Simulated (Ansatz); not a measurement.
The cluster Al4P3: single points at one geometry.

```yaml
crystal:
  periodic: [false, false, false]
  atoms:
    - {symbol: Al, position_ang: [1.990286, 0.183572, 0.322351]}
    - {symbol: Al, position_ang: [-3.034059, -1.346741, 0.454630]}
    - {symbol: Al, position_ang: [-0.241810, 1.772085, -0.219438]}
    - {symbol: Al, position_ang: [-0.357203, -1.366522, -0.306421]}
    - {symbol: P, position_ang: [1.801508, 2.407185, 0.293719]}
    - {symbol: P, position_ang: [-1.853371, 0.354306, -0.828047]}
    - {symbol: P, position_ang: [1.694639, -2.003886, 0.283207]}
basis:
  gaussian: {orbitals: def2-TZVP, initial_orbitals: start.molden}
magnetization: {spin_polarized: true, initial_magnetization: 1}
hamiltonian: {xc: {name: r2SCAN0}, dispersion: d4}
scf: {omitted_lower_state_checks: [starts]}
output: {orbitals: {seedname: orbitals}}
```

The file start.molden holds the orbitals of an earlier run on this structure, at another level or in another basis.

```sh
$ ansatz run in.yaml --threads 4 --pin off --events-out ev --progress --plain --max-ram 4787MiB
```

Output, abridged:

```
Functional definition: r2SCAN0
1962 factors; their error is unknown
mean field evaluation 1: about -54251.3258 eV, gradient 7.4e0 eV
mean field evaluation 2: about -54251.4126 eV, gradient 1.2e-1 eV
mean field evaluation 4: about -54251.4879 eV, gradient 2.5e-3 eV
mean field -54251.48789025 eV, -1993.7054069876 hartree, gradient 3.7e-5 eV, S^2 0.795427; 0 other end points of the search recorded, 0 dependent functions left out
reference -54251.48790427 eV, -1993.7054075026 hartree; 49, 48 occupied and 210, 211 virtual orbitals, 1962 factors
Total energy: -54251.62569324 eV, -1993.7104711539 hartree
Checks for a lower state left out: starts
```

Run time 68 s (4 threads of Intel Xeon on a shared host), peak host memory 1.4 GiB.

As the first input, with `hamiltonian: {xc: {name: wB97X-V}}` (abridged; 86 s):

```
Functional definition: wB97X-V
the host lacks memory for fits, so the integrals are decomposed
mean field -54247.51634533 eV, -1993.5594554037 hartree, gradient 2.4e-5 eV, S^2 0.774027
Total energy: -54247.51634380 eV, -1993.5594553473 hartree
Checks for a lower state left out: starts
```

First input, but with `hamiltonian: {xc: pbe0, dispersion: d4}`, `output: {forces: true, orbitals: {seedname: orbitals}}` (abridged; 61 s):

```
Functional definition: PBE0
mean field -54234.69819506 eV, -1993.0883970695 hartree, gradient 2.5e-5 eV, S^2 0.773370
Total energy: -54235.11386464 eV, -1993.1036726451 hartree
Atom 0 force    -0.209937    -0.012517    -0.061250 eV/Å
Atom 1 force     0.149594     0.086212    -0.095822 eV/Å
Atom 2 force     0.092737    -0.233131     0.005921 eV/Å
Atom 3 force     0.044793     0.205654     0.103967 eV/Å
Atom 4 force    -0.072729    -0.094386    -0.007088 eV/Å
Atom 5 force     0.046360    -0.055888     0.089441 eV/Å
Atom 6 force    -0.050818     0.104056    -0.035169 eV/Å
Dipole moment:    -0.519407     0.117117     0.007800 e Å
Checks for a lower state left out: starts
```

First input, but with `hamiltonian: {xc: pbe}`, `correlation: {method: rpa}` and without the key `output` (abridged; 30 s):

```
Functional definition: PBE
mean field -54230.42585530 eV, -1992.9313914794 hartree, gradient 2.8e-6 eV, S^2 0.762901
35 core orbitals not correlated: weight in the atoms' cores, before any rotation towards them, 1.000 or more for the frozen orbitals, at most 0.000 for the correlated occupied ones
Total energy: -54180.23632909 eV, -1991.0869604109 hartree
Checks for a lower state left out: starts
```

As the first input, with `hamiltonian: {xc: {name: BHLYP}, dispersion: d4}` (abridged; 54 s):

```
Functional definition: BHLYP
mean field -54256.47444838 eV, -1993.8886596186 hartree, gradient 2.2e-5 eV, S^2 0.775026
Total energy: -54257.29532162 eV, -1993.9188261539 hartree
Checks for a lower state left out: starts
```

As the first input, with `gaussian: {orbitals: def2-SVP, initial_orbitals: start.molden}`, `hamiltonian: {xc: pbe0, dispersion: d4}` (abridged; 11 s):

```
Functional definition: PBE0
mean field -54215.98445877 eV, -1992.4006799458 hartree, gradient 2.1e-5 eV, S^2 0.772392
Total energy: -54216.40012804 eV, -1992.4159555094 hartree
Checks for a lower state left out: starts
```

As the first input, with `gaussian: {orbitals: STO-3G}`, `hamiltonian: {xc: hf}` (abridged; 2.3 s):

```
Functional definition: HF
mean field -53515.14352982 eV, -1966.6452508537 hartree, gradient 2.0e-5 eV, S^2 0.815874
Total energy: -53515.14352982 eV, -1966.6452508537 hartree
Checks for a lower state left out: starts
```

Geometry: B3LYP-D4/def2-SVP.

Correlated methods freeze 35 core orbitals. The structure comes from a short search, and lower isomers may exist.
